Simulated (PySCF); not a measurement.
Worked example: chemical shift, span and skew from a shielding tensor

Si(Me)3(OH) (C₃H₁₀OSi), SMILES C[Si](C)(C)O. Atoms are numbered in the order given.

```xyz
15

C      0.9186    -0.5362    -1.5344
Si    -0.0053     0.0326     0.0000
C     -1.7571    -0.6141     0.0000
C      0.9186    -0.5362     1.5344
O     -0.1695     1.7064     0.0000
H      0.9944    -1.6361    -1.5696
H      1.9470    -0.1380    -1.5664
H      0.4046    -0.2063    -2.4521
H     -2.3051    -0.2632     0.8893
H     -1.7819    -1.7161     0.0000
H     -2.3051    -0.2632    -0.8893
H      0.9944    -1.6361     1.5696
H      1.9470    -0.1380     1.5664
H      0.4046    -0.2063     2.4521
H      0.6499     2.2137     0.0000
```

Geometry optimised at r2SCAN-D4/def2-SVP. The isomer is the one that the SMILES or the coordinates give; other isomers of the formula were not compared. Other conformers were not sampled.

GIAO shieldings from B3LYP/pcSseg-1 (PySCF), non-relativistic, no solvent. The symmetric part of the tensor of C1 has the principal values 169.6, 175.8, 186.3 ppm. The same nucleus in TMS has σ = 181.3 ppm at this level (PySCF, at its B3LYP-D3(BJ)/def2-TZVP geometry).

### Question
Work out the isotropic shielding, the ¹³C shift against TMS, the span and the skew.

### Answer

σ(iso) = (σ11 + σ22 + σ33)/3 = 177.2 ppm. δ = σ(ref) − σ(iso) = 181.3 − (177.2) = 4.1 ppm.
Span Ω = σ33 − σ11 = 16.7 ppm. Skew κ = 3(σ(iso) − σ22)/Ω = 0.26. Tumbling in solution averages the tensor to δ; in a static solid the shielding alone would spread this spin-1/2 line over Ω.
